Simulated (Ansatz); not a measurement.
System: CH5BNO2, charge 0, multiplicity 2. It need not be the lowest isomer of its formula. 
Geometry from a B3LYP-D3(BJ)/def2-TZVP (Ansatz, a program for electronic structure) optimisation:
SMILES: CNB([O])O
```xyz
10

C     -1.8999     0.0266    -0.2550
N     -0.6429    -0.6736    -0.1045
B      0.6438    -0.0242     0.0741
O      1.3768    -0.5879     1.0316
O      0.9176     1.1041    -0.6638
H     -2.4471     0.1034     0.6907
H     -1.7087     1.0273    -0.6355
H     -2.5388    -0.5025    -0.9683
H     -0.7121    -1.6167     0.2501
H      1.7324     1.5348    -0.3875
```
Charge 0, spin multiplicity 2.

Basis-set convergence of Hartree-Fock and MP2 correlation energies (hartree) with Ansatz. Correlated levels leave the core frozen unless marked. Open shells are spin-unrestricted. Spin-orbit coupling is left out. Non-relativistic.

```json
[
 {"basis": "cc-pVDZ", "functions": "95", "E(HF)": "-269.74417", "E(corr, MP2)": "-0.71680"},
 {"basis": "cc-pVTZ", "functions": "220", "E(HF)": "-269.83048", "E(corr, MP2)": "-0.90733"},
 {"basis": "cc-pVQZ", "functions": "425", "E(HF)": "-269.85077", "E(corr, MP2)": "-0.97546"}
]
```

Extrapolating the two largest sets (X = 3 and 4) as X^-3: E(corr) = (64·(-0.97546) - 27·(-0.90733))/37 = -1.0252 Eh, an estimate of the basis-set limit. The largest set recovers 95.2 % of it, the smallest 69.9 %.
